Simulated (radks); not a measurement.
Polarisability of neutral oxygen, [He] 2s2 2p4, at imaginary frequency. All-electron calculation, scalar-relativistic Kohn-Sham, LDA (Slater exchange, Perdew-Wang correlation), spin-polarised, spherical densities, finite nucleus; open shells are filled with parallel spins first; Fermi nuclear charge, rms radius 2.6991 fm. Program: a radial shooting solver on a logarithmic mesh with Libxc functionals. Response by self-consistent Sternheimer equations with the Hartree and adiabatic LDA kernel, the relativistic mass of each level held fixed and spin-orbit coupling left out.

w (hartree),alpha1(iw) (bohr^3)
0.00266,5.999
0.0143,5.995
0.0360,5.972
0.0697,5.898
0.118,5.724
0.186,5.388
0.280,4.842
0.413,4.089
0.605,3.194
0.892,2.272
1.35,1.441
2.12,0.7876
3.59,0.3495
6.94,0.1126
17.5,0.02075

Static values: alpha1 = 5.999 bohr^3 (0.8890 angstrom^3; uncoupled 7.157). C6 = 18.14, triple-dipole C9 = 76.15 atomic units. One-pole (London) frequency 4 C6 / (3 alpha1^2) = 0.672 hartree, against 0.272 for minus the highest occupied eigenvalue. Recommended static value: 5.3 bohr^3 (Schwerdtfeger and Nagle, 2023 table).
